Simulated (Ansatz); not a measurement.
Gas-phase electronic energies from Ansatz, PBE0-D4/def2-TZVP geometries. CBS: MP2 limit from def2 TZ/QZ plus the TZ coupled-cluster correction, frozen cores. This one scheme is used for every species. Functionals use def2-TZVPP. One conformer a species, not always the lowest.

Consider the hydrogenolysis of the Si–S bond: `C=CS[SiH2]C` + H₂ → `C[SiH3]` + `C=CS`.

```csv
level,ΔE (kJ/mol)
CAM-B3LYP,23.6
CCSD(T)/def2-TZVPP,36.4
```

**Question.** What does CCSD(T)/CBS give? (Estimate.)

**Answer.** The calculation gave: +41.7 kJ/mol. The listed levels differ from it by -18.1, -5.3 kJ/mol.

Largest T1 diagnostic among the species: 0.012.

The D4 term adds +13.8 kJ/mol with B3LYP and +7.7 kJ/mol with PBE0; it sums over pairs of atoms, weighted by their polarisabilities, and B3LYP, whose exchange is more repulsive, gets the larger term. Leaving LDA and LC-ωPBE aside and taking each functional with its dispersion term where it has one, the values, not all of them listed here, spread over 16.7 kJ/mol, from CAM-B3LYP-D4 to revPBE-D4. LDA lies +3.9 kJ/mol from PBE without D4.

B3LYP here is the variant with VWN-RPA as its local correlation; programs differ in this.
